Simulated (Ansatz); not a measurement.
Ansatz (a first-principles code) input (HF/6-31G*):

Ansatz 0.2 input:
```yaml
crystal:
  periodic: [false, false, false]
  atoms:
    - {symbol: O, position_ang: [1.39087122, -0.49506012, 0.03347129]}
    - {symbol: B, position_ang: [0.20257097, -0.07210215, 0.00487487]}
    - {symbol: O, position_ang: [-0.97494434, -0.90315820, -0.18028445]}
    - {symbol: O, position_ang: [-0.19215421, 1.31856973, 0.15219824]}
    - {symbol: H, position_ang: [-1.74835495, -0.46398842, 0.13784108]}
    - {symbol: H, position_ang: [-1.05468126, 1.46168786, -0.20529610]}
basis:
  gaussian:
    orbitals: 6-31G*
hamiltonian:
  xc: {name: HF}
total_charge: -1
phonons: {temperatures: {t_min: 298.15, t_max: 298.15, t_step: 100}}
```

Output:

```
WARN ansatz: RAYON_NUM_THREADS=1 ignored (pool sized by the plan → 1); use --threads N
Functional definition: HF
integrals: 0.01 GiB planned
639 factors; integrals over basis functions are off by at most 3.3e-4 eV
mean field: 0.11 GiB planned
mean field evaluation 1: about -6814.7519 eV, gradient 3.8e1 eV
mean field evaluation 2: about -6814.7529 eV, gradient 3.8e1 eV
mean field evaluation 4: about -6817.8546 eV, gradient 3.6e0 eV
mean field evaluation 8: about -6817.8938 eV, gradient 1.3e-1 eV
mean field -6817.89392347 eV, -250.5529803532 hartree, gradient 1.2e-5 eV, S^2 0.000000; 0 other end points of the search recorded, 0 dependent functions left out
the calculation of the forces begins
reference -6817.89392347 eV, -250.5529803532 hartree; 16, 16 occupied and 48, 48 virtual orbitals, 639 factors
these checks for a lower state are left out or cut short: stability, starts, cluster_reference, orbital_swaps, neighbouring_geometries, increment
integrals: 0.01 GiB planned
639 factors; integrals over basis functions are off by at most 3.3e-4 eV
mean field: 0.11 GiB planned
mean field evaluation 16: about -6817.8939 eV, gradient 4.7e-2 eV
mean field -6817.89390018 eV, -250.5529794970 hartree, gradient 2.1e-6 eV, S^2 0.000000; 0 other end points of the search recorded, 0 dependent functions left out
the calculation of the forces begins
reference -6817.89390018 eV, -250.5529794970 hartree; 16, 16 occupied and 48, 48 virtual orbitals, 639 factors
these checks for a lower state are left out or cut short: stability, starts, cluster_reference, orbital_swaps, neighbouring_geometries, increment
integrals: 0.01 GiB planned
639 factors; integrals over basis functions are off by at most 3.3e-4 eV
mean field: 0.11 GiB planned
mean field -6817.89390018 eV, -250.5529794970 hartree, gradient 2.1e-6 eV, S^2 0.000000; 0 other end points of the search recorded, 0 dependent functions left out
the calculation of the forces begins
reference -6817.89390018 eV, -250.5529794970 hartree; 16, 16 occupied and 48, 48 virtual orbitals, 639 factors
these checks for a lower state are left out or cut short: stability, starts, cluster_reference, orbital_swaps, neighbouring_geometries, increment
integrals: 0.01 GiB planned
639 factors; integrals over basis functions are off by at most 3.3e-4 eV
mean field: 0.11 GiB planned
mean field evaluation 32: about -6817.8938 eV, gradient 7.2e-5 eV
mean field -6817.89380668 eV, -250.5529760612 hartree, gradient 2.1e-6 eV, S^2 0.000000; 0 other end points of the search recorded, 0 dependent functions left out
the calculation of the forces begins
reference -6817.89380668 eV, -250.5529760612 hartree; 16, 16 occupied and 48, 48 virtual orbitals, 639 factors
these checks for a lower state are left out or cut short: stability, starts, cluster_reference, orbital_swaps, neighbouring_geometries, increment
integrals: 0.01 GiB planned
639 factors; integrals over basis functions are off by at most 3.3e-4 eV
mean field: 0.11 GiB planned
mean field -6817.89380611 eV, -250.5529760402 hartree, gradient 2.1e-6 eV, S^2 0.000000; 0 other end points of the search recorded, 0 dependent functions left out
the calculation of the forces begins
reference -6817.89380611 eV, -250.5529760402 hartree; 16, 16 occupied and 48, 48 virtual orbitals, 639 factors
these checks for a lower state are left out or cut short: stability, starts, cluster_reference, orbital_swaps, neighbouring_geometries, increment
integrals: 0.01 GiB planned
639 factors; integrals over basis functions are off by at most 3.3e-4 eV
mean field: 0.11 GiB planned
mean field -6817.89380963 eV, -250.5529761696 hartree, gradient 2.1e-6 eV, S^2 0.000000; 0 other end points of the search recorded, 0 dependent functions left out
the calculation of the forces begins
reference -6817.89380963 eV, -250.5529761696 hartree; 16, 16 occupied and 48, 48 virtual orbitals, 639 factors
these checks for a lower state are left out or cut short: stability, starts, cluster_reference, orbital_swaps, neighbouring_geometries, increment
integrals: 0.01 GiB planned
639 factors; integrals over basis functions are off by at most 3.3e-4 eV
mean field: 0.11 GiB planned
mean field -6817.89380963 eV, -250.5529761696 hartree, gradient 2.1e-6 eV, S^2 0.000000; 0 other end points of the search recorded, 0 dependent functions left out
the calculation of the forces begins
reference -6817.89380963 eV, -250.5529761696 hartree; 16, 16 occupied and 48, 48 virtual orbitals, 639 factors
these checks for a lower state are left out or cut short: stability, starts, cluster_reference, orbital_swaps, neighbouring_geometries, increment
integrals: 0.01 GiB planned
639 factors; integrals over basis functions are off by at most 3.3e-4 eV
mean field: 0.11 GiB planned
[...]
mean field: 0.11 GiB planned
mean field evaluation 64: about -6817.8921 eV, gradient 1.2e-4 eV
mean field -6817.89375439 eV, -250.5529741394 hartree, gradient 2.1e-6 eV, S^2 0.000000; 0 other end points of the search recorded, 0 dependent functions left out
the calculation of the forces begins
reference -6817.89375439 eV, -250.5529741394 hartree; 16, 16 occupied and 48, 48 virtual orbitals, 639 factors
these checks for a lower state are left out or cut short: stability, starts, cluster_reference, orbital_swaps, neighbouring_geometries, increment
integrals: 0.01 GiB planned
639 factors; integrals over basis functions are off by at most 3.3e-4 eV
mean field: 0.11 GiB planned
mean field -6817.89373845 eV, -250.5529735536 hartree, gradient 2.1e-6 eV, S^2 0.000000; 0 other end points of the search recorded, 0 dependent functions left out
the calculation of the forces begins
reference -6817.89373845 eV, -250.5529735536 hartree; 16, 16 occupied and 48, 48 virtual orbitals, 639 factors
these checks for a lower state are left out or cut short: stability, starts, cluster_reference, orbital_swaps, neighbouring_geometries, increment
integrals: 0.01 GiB planned
639 factors; integrals over basis functions are off by at most 3.3e-4 eV
mean field: 0.11 GiB planned
mean field -6817.89373776 eV, -250.5529735283 hartree, gradient 2.1e-6 eV, S^2 0.000000; 0 other end points of the search recorded, 0 dependent functions left out
the calculation of the forces begins
reference -6817.89373776 eV, -250.5529735283 hartree; 16, 16 occupied and 48, 48 virtual orbitals, 639 factors
these checks for a lower state are left out or cut short: stability, starts, cluster_reference, orbital_swaps, neighbouring_geometries, increment
integrals: 0.01 GiB planned
639 factors; integrals over basis functions are off by at most 3.3e-4 eV
mean field: 0.11 GiB planned
mean field -6817.89382430 eV, -250.5529767085 hartree, gradient 2.1e-6 eV, S^2 0.000000; 0 other end points of the search recorded, 0 dependent functions left out
the calculation of the forces begins
reference -6817.89382430 eV, -250.5529767085 hartree; 16, 16 occupied and 48, 48 virtual orbitals, 639 factors
these checks for a lower state are left out or cut short: stability, starts, cluster_reference, orbital_swaps, neighbouring_geometries, increment
integrals: 0.01 GiB planned
639 factors; integrals over basis functions are off by at most 3.3e-4 eV
mean field: 0.11 GiB planned
mean field evaluation 96: about -6817.8938 eV, gradient 2.1e-6 eV
mean field -6817.89382449 eV, -250.5529767155 hartree, gradient 2.1e-6 eV, S^2 0.000000; 0 other end points of the search recorded, 0 dependent functions left out
the calculation of the forces begins
reference -6817.89382449 eV, -250.5529767155 hartree; 16, 16 occupied and 48, 48 virtual orbitals, 639 factors
these checks for a lower state are left out or cut short: stability, starts, cluster_reference, orbital_swaps, neighbouring_geometries, increment
integrals: 0.01 GiB planned
639 factors; integrals over basis functions are off by at most 3.3e-4 eV
mean field: 0.11 GiB planned
mean field -6817.89389356 eV, -250.5529792540 hartree, gradient 2.1e-6 eV, S^2 0.000000; 0 other end points of the search recorded, 0 dependent functions left out
the calculation of the forces begins
reference -6817.89389356 eV, -250.5529792540 hartree; 16, 16 occupied and 48, 48 virtual orbitals, 639 factors
these checks for a lower state are left out or cut short: stability, starts, cluster_reference, orbital_swaps, neighbouring_geometries, increment
integrals: 0.01 GiB planned
639 factors; integrals over basis functions are off by at most 3.3e-4 eV
mean field: 0.11 GiB planned
mean field -6817.89389316 eV, -250.5529792393 hartree, gradient 2.1e-6 eV, S^2 0.000000; 0 other end points of the search recorded, 0 dependent functions left out
the calculation of the forces begins
reference -6817.89389316 eV, -250.5529792393 hartree; 16, 16 occupied and 48, 48 virtual orbitals, 639 factors
these checks for a lower state are left out or cut short: stability, starts, cluster_reference, orbital_swaps, neighbouring_geometries, increment
integrals: 0.01 GiB planned
639 factors; integrals over basis functions are off by at most 3.3e-4 eV
mean field: 0.11 GiB planned
mean field -6817.89379316 eV, -250.5529755641 hartree, gradient 2.1e-6 eV, S^2 0.000000; 0 other end points of the search recorded, 0 dependent functions left out
the calculation of the forces begins
reference -6817.89379316 eV, -250.5529755641 hartree; 16, 16 occupied and 48, 48 virtual orbitals, 639 factors
these checks for a lower state are left out or cut short: stability, starts, cluster_reference, orbital_swaps, neighbouring_geometries, increment
integrals: 0.01 GiB planned
639 factors; integrals over basis functions are off by at most 3.3e-4 eV
mean field: 0.11 GiB planned
mean field -6817.89379432 eV, -250.5529756068 hartree, gradient 2.1e-6 eV, S^2 0.000000; 0 other end points of the search recorded, 0 dependent functions left out
the calculation of the forces begins
reference -6817.89379432 eV, -250.5529756068 hartree; 16, 16 occupied and 48, 48 virtual orbitals, 639 factors
these checks for a lower state are left out or cut short: stability, starts, cluster_reference, orbital_swaps, neighbouring_geometries, increment
integrals: 0.01 GiB planned
639 factors; integrals over basis functions are off by at most 3.3e-4 eV
mean field: 0.11 GiB planned
mean field evaluation 128: about -6817.8939 eV, gradient 2.6e-5 eV
mean field -6817.89387593 eV, -250.5529786061 hartree, gradient 1.6e-6 eV, S^2 0.000000; 0 other end points of the search recorded, 0 dependent functions left out
the calculation of the forces begins
reference -6817.89387593 eV, -250.5529786061 hartree; 16, 16 occupied and 48, 48 virtual orbitals, 639 factors
these checks for a lower state are left out or cut short: stability, starts, cluster_reference, orbital_swaps, neighbouring_geometries, increment
integrals: 0.01 GiB planned
639 factors; integrals over basis functions are off by at most 3.3e-4 eV
mean field: 0.11 GiB planned
mean field -6817.89387607 eV, -250.5529786111 hartree, gradient 2.4e-6 eV, S^2 0.000000; 0 other end points of the search recorded, 0 dependent functions left out
the calculation of the forces begins
reference -6817.89387607 eV, -250.5529786111 hartree; 16, 16 occupied and 48, 48 virtual orbitals, 639 factors
these checks for a lower state are left out or cut short: stability, starts, cluster_reference, orbital_swaps, neighbouring_geometries, increment
integrals: 0.01 GiB planned
639 factors; integrals over basis functions are off by at most 3.3e-4 eV
mean field: 0.11 GiB planned
mean field -6817.89390152 eV, -250.5529795464 hartree, gradient 1.9e-6 eV, S^2 0.000000; 0 other end points of the search recorded, 0 dependent functions left out
the calculation of the forces begins
reference -6817.89390152 eV, -250.5529795464 hartree; 16, 16 occupied and 48, 48 virtual orbitals, 639 factors
these checks for a lower state are left out or cut short: stability, starts, cluster_reference, orbital_swaps, neighbouring_geometries, increment
integrals: 0.01 GiB planned
639 factors; integrals over basis functions are off by at most 3.3e-4 eV
mean field: 0.11 GiB planned
mean field -6817.89390191 eV, -250.5529795606 hartree, gradient 2.5e-6 eV, S^2 0.000000; 0 other end points of the search recorded, 0 dependent functions left out
the calculation of the forces begins
reference -6817.89390191 eV, -250.5529795606 hartree; 16, 16 occupied and 48, 48 virtual orbitals, 639 factors
Total energy: -6817.89392347 eV, -250.5529803532 hartree
Atom 0 at     1.390871    -0.495060     0.033471 Å, force     0.000008    -0.000003     0.000000 eV/Å
Atom 1 at     0.202571    -0.072102     0.004875 Å, force    -0.000013     0.000005    -0.000000 eV/Å
Atom 2 at    -0.974944    -0.903158    -0.180284 Å, force     0.000035    -0.000031     0.000035 eV/Å
Atom 3 at    -0.192154     1.318570     0.152198 Å, force     0.000048     0.000001    -0.000033 eV/Å
Atom 4 at    -1.748355    -0.463988     0.137841 Å, force    -0.000042     0.000003    -0.000034 eV/Å
Atom 5 at    -1.054681     1.461688    -0.205296 Å, force    -0.000036     0.000025     0.000032 eV/Å
Dipole moment:    -1.166594     0.415232    -0.028074 e Å
Vibrations: 279.51 375.31 528.03 528.56 725.82 841.49 952.62 1191.20 1203.20 1787.10 4106.32 4120.70 cm⁻¹, zero-point energy 1.031539 eV
```

The blocks after the first are displaced geometries, from whose forces the wavenumbers follow.

The dipole moment of an ion depends on the origin.
